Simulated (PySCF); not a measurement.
The vertical singlet excitations below were computed for one of the candidates. The calculation used PySCF 2.14.0, density-fitted response routines, TDDFT CAM-B3LYP/def2-SVPD, vertical, gas phase, core orbitals frozen in the response. Geometries: GFN2-xTB, one conformer each.

| state | E (eV) | f |
| --- | --- | --- |
| S1 | 6.61 | 0.0046 |
| S2 | 7.20 | 0.416 |
| S3 | 7.49 | 0.089 |
| S4 | 7.83 | 0.024 |
| S5 | 8.03 | 0.020 |
| S6 | 8.15 | 0.047 |
| S7 | 8.20 | 0.0089 |
| S8 | 8.25 | 0.0092 |

Orbital energies (eV): HOMO-3 -10.12, HOMO-2 -9.84, HOMO-1 -9.68, HOMO -8.98, LUMO 0.98, LUMO+1 1.23, LUMO+2 1.89.

Question: Which structure fits?
A. `[SiH3]N1N=CC=N1`
B. `C[Si](C)(C)C=C`
C. `CCCCC`

Answer: B. Its S1 lies at 6.61 eV; the nearest of the others has S1 at 6.20 eV. S1 is HOMO-1→LUMO (94%). Löwdin shares by element: HOMO carbon 73% or more, silicon 7% (atoms not listed hold the other 20%); LUMO carbon 64% or more, silicon 7%, hydrogen 5% or more (atoms not listed hold the other 23%). At the same level the other candidates give, for their lowest levels:
- `[SiH3]n1nccn1`: 6.20 eV (f 0.000); 6.61 eV (f 0.237); 7.10 eV (f 0.008); 7.38 eV (f 0.013); 7.38 eV (f 0.034); T1 4.92 eV; HOMO -9.23, LUMO 0.69 eV
- `CCCCC`: 8.71 eV (f 0.013); 8.90 eV (f 0.000); 9.12 eV (f 0.002); 9.14 eV (f 0.000); 9.32 eV (f 0.000); T1 8.58 eV; HOMO -10.21, LUMO 1.49 eV

Conformer computed: `[CH2:1]=[CH:2][Si:3]([CH3:4])([CH3:5])[CH3:6]`: C1–C2–Si3–C4 -103°.
Triplets come from the Tamm–Dancoff approximation.
